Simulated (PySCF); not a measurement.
BeF, multiplicity 2. Atoms are numbered in the order given.

```xyz
2

Be     0.0000     0.0000    -0.9497
F      0.0000     0.0000     0.4221
```
Charge 0, spin multiplicity 2.

Geometry: B3LYP-D3(BJ)/def2-TZVPD. The multiplicity is an assumed one; other spin states were not compared.

Method: PBE/def2-TZVPD run with PySCF.

Gas-phase values at a fixed geometry.

Computed frontier levels, dipole moment and polarisability:
```
Quantity                                                           Value
-----------------------------------------------  -----------------------
α spin, highest occupied and lowest empty level       -5.44 and -1.54 eV
β spin, highest occupied and lowest empty level      -10.00 and -2.90 eV
dipole moment                                                     1.16 D
mean static polarisability                          28.9 bohr³ (4.28 Å³)
polarisability, principal values                  23.5, 31.6, 31.6 bohr³
⟨S²⟩                                             0.751 (pure state 0.75)
```
